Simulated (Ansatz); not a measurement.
Mulliken charges of C2H3Cl2Ga (`C=[CH][Ga]([Cl])[Cl]`) from PBE/def2-TZVPP in Ansatz (PBE0-D4/def2-TZVP geometry).

```json
{"atom": "C1", "x (Å)": "0.787", "y (Å)": "0.535", "z (Å)": "1.117", "charge (e)": "-0.156"}
{"atom": "C2", "x (Å)": "-0.133", "y (Å)": "-0.319", "z (Å)": "0.676", "charge (e)": "-0.166"}
{"atom": "Ga3", "x (Å)": "-0.626", "y (Å)": "-0.348", "z (Å)": "-1.187", "charge (e)": "0.478"}
{"atom": "Cl4", "x (Å)": "-2.088", "y (Å)": "-1.657", "z (Å)": "-2.020", "charge (e)": "-0.233"}
{"atom": "Cl5", "x (Å)": "0.304", "y (Å)": "0.986", "z (Å)": "-2.573", "charge (e)": "-0.243"}
{"atom": "H6", "x (Å)": "1.081", "y (Å)": "0.571", "z (Å)": "2.163", "charge (e)": "0.107"}
{"atom": "H7", "x (Å)": "1.288", "y (Å)": "1.236", "z (Å)": "0.455", "charge (e)": "0.102"}
{"atom": "H8", "x (Å)": "-0.612", "y (Å)": "-1.004", "z (Å)": "1.369", "charge (e)": "0.111"}
```

Problem. By hand: the dipole of these point charges (1 e Å = 4.8032 D).

Solution. Σ q r = (0.192, 0.025, 0.672) e Å, of length 0.699 e Å = 3.36 D.

Problem. How does the dipole of the full density compare? (Best estimate.)

Solution. Computed: (0.179, 0.039, 0.565) e Å, 2.85 D; the point charges give 1.18 times that, at 2° from its direction.

Point charges leave out the atoms' own dipoles, such as those of lone pairs, and Mulliken's split depends on the basis, so the two needn't agree.
